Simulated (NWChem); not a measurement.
System: MoHO3F; SMILES [O]=[Mo](=[O])([OH])[F]

NWChem input:

```
start job
memory heap 200 mb stack 900 mb global 1100 mb
geometry units angstroms noautosym
  Mo    -0.014378     0.038410     0.000178
  O      0.987013    -0.051202    -1.330024
  O      0.980802    -0.065884     1.332886
  F     -0.934460     1.636188    -0.000465
  O     -1.201426    -1.376988    -0.021170
  H     -1.134249    -2.338248     0.296073
end
basis spherical
  * library def2-svp
end
ecp
  Mo library def2-ecp
end
dft
  xc pbe0
  grid fine
  iterations 150
end
driver
  maxiter 120
  tight
end
task dft optimize
dft
  grid fine
  convergence energy 1d-8 density 1d-7
end
task dft freq numerical
```

Parts of the log:

```
             Northwest Computational Chemistry Package (NWChem) 7.3.0
             --------------------------------------------------------

                             Geometry "geometry" -> ""
                             -------------------------

 Output coordinates in angstroms (scale by  1.889725989 to convert to a.u.)

  No.       Tag          Charge          X              Y              Z
 ---- ---------------- ---------- -------------- -------------- --------------
    1 Mo                  42.0000     0.03847928     0.01146168    -0.00183384
    2 O                    8.0000     1.03987028    -0.07815032    -1.33203584
    3 O                    8.0000     1.03365928    -0.09283232     1.33087416
    4 F                    9.0000    -0.88160272     1.60923968    -0.00247684
    5 O                    8.0000    -1.14856872    -1.40393632    -0.02318184
    6 H                    1.0000    -1.08139172    -2.36519632     0.29406116

 Effective nuclear repulsion energy (a.u.)     509.5816053950

                                Z-matrix (autoz)
                                --------

 Units are Angstrom for bonds and degrees for angles

      Type          Name      I     J     K     L     M      Value
      ----------- --------  ----- ----- ----- ----- ----- ----------
    1 Stretch                  1     2                       1.66741
    2 Stretch                  1     3                       1.66654
    3 Stretch                  1     4                       1.84376
    4 Stretch                  1     5                       1.84740
    5 Stretch                  5     6                       1.01448
    6 Bend                     1     5     6               132.82794
    7 Bend                     2     1     3               106.01966
    8 Bend                     2     1     4               110.24244
    9 Bend                     2     1     5               109.60296
   10 Bend                     3     1     4               110.64058
   11 Bend                     3     1     5               110.18143
   12 Bend                     4     1     5               110.07736
   13 Torsion                  2     1     5     6          84.24389
   14 Torsion                  3     1     5     6         -32.05232
   15 Torsion                  4     1     5     6        -154.34235

                           NWChem Geometry Optimization
                           ----------------------------

[...]

      ----------------------
      Optimization converged
      ----------------------

  Step       Energy      Delta E   Gmax     Grms     Xrms     Xmax
  ---- ---------------- -------- -------- -------- -------- --------
@   26    -393.88373470 -1.0D-08  0.00000  0.00000  0.00002  0.00004
                                     ok       ok       ok       ok

                                Z-matrix (autoz)
                                --------

 Units are Angstrom for bonds and degrees for angles

[...]

 Rotational Constants
 --------------------
 A=   0.130685 cm-1  (  0.188022 K)
 B=   0.116934 cm-1  (  0.168238 K)
 C=   0.107652 cm-1  (  0.154884 K)

 Temperature                      =   298.15K
 frequency scaling parameter      =   1.0000

 Zero-Point correction to Energy  =   13.867 kcal/mol  (  0.022098 au)
 Thermal correction to Energy     =   17.678 kcal/mol  (  0.028172 au)
 Thermal correction to Enthalpy   =   18.270 kcal/mol  (  0.029116 au)

 Total Entropy                    =   78.776 cal/mol-K
   - Translational                =   41.208 cal/mol-K (mol. weight = 165.8965)
   - Rotational                   =   26.374 cal/mol-K (symmetry #  =        1)
   - Vibrational                  =   11.193 cal/mol-K

 Cv (constant volume heat capacity) =   19.512 cal/mol-K
   - Translational                  =    2.979 cal/mol-K
   - Rotational                     =    2.979 cal/mol-K
   - Vibrational                    =   13.554 cal/mol-K

[normal modes left out]

 ----------------------------------------------------------------------------
 Normal Eigenvalue ||           Projected Infra Red Intensities
  Mode   [cm**-1]  || [atomic units] [(debye/angs)**2] [(KM/mol)] [arbitrary]
 ------ ---------- || -------------- ----------------- ---------- -----------
    1       -0.000 ||    0.000785           0.018         0.766       0.114
    2       -0.000 ||    0.000250           0.006         0.244       0.036
    3        0.000 ||    0.000993           0.023         0.968       0.144
    4        0.000 ||    0.000241           0.006         0.235       0.035
    5        0.000 ||    0.001111           0.026         1.083       0.161
    6        0.000 ||    0.002025           0.047         1.974       0.293
    7      194.259 ||    0.002889           0.067         2.816       0.418
    8      222.383 ||    0.028927           0.667        28.199       4.186
    9      247.954 ||    0.016169           0.373        15.762       2.340
   10      269.041 ||    0.053457           1.233        52.113       7.737
   11      281.689 ||    0.052426           1.210        51.108       7.587
   12      377.015 ||    0.027945           0.645        27.243       4.044
   13      572.487 ||    0.181077           4.178       176.523      26.206
   14      720.554 ||    0.119900           2.766       116.884      17.352
   15      776.463 ||    0.106382           2.454       103.707      15.396
   16     1059.396 ||    0.246301           5.682       240.106      35.646
   17     1084.270 ||    0.098614           2.275        96.134      14.272
   18     3899.179 ||    0.304256           7.019       296.604      44.033
 ----------------------------------------------------------------------------
```

Level: PBE0/def2-SVP with def2 effective core potentials on Mo. def2 effective core potentials on Mo; no spin-orbit coupling.
